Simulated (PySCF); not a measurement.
B3LYP has the VWN-RPA correlation part, as in Gaussian. 

```xyz
14

Si     2.3052     0.2380    -0.4601
C      0.5071     0.0154    -0.0933
C     -0.0452    -1.1600     0.2833
C     -1.5008    -1.1988     0.5468
C     -2.1736    -0.0461     0.3896
Si    -0.9193     1.2359    -0.1348
H      3.0213    -1.0489    -0.2786
H      2.9044     1.2550     0.4392
H      2.5044     0.7091    -1.8531
H      0.5317    -2.0742     0.4005
H     -1.9645    -2.1321     0.8502
H     -3.2384     0.0317     0.5571
H     -1.1690     1.8057    -1.4807
H     -0.7661     2.3548     0.8260
```

Charge 0, multiplicity 1.

Problem. Give the Mulliken and meta-Löwdin atomic charges from B3LYP-D3(BJ)/def2-TZVP (PySCF 2.14.0).

Solution. 
| atom | Mulliken (e) | meta-Löwdin (e) |
|---|---|---|
| Si1 | 0.23 | 0.51 |
| C2 | -0.16 | -0.47 |
| C3 | -0.09 | -0.08 |
| C4 | -0.11 | -0.10 |
| C5 | -0.25 | -0.36 |
| Si6 | 0.31 | 0.65 |
| H7 | -0.07 | -0.11 |
| H8 | -0.06 | -0.11 |
| H9 | -0.06 | -0.11 |
| H10 | 0.11 | 0.11 |
| H11 | 0.11 | 0.12 |
| H12 | 0.12 | 0.13 |
| H13 | -0.05 | -0.10 |
| H14 | -0.05 | -0.10 |
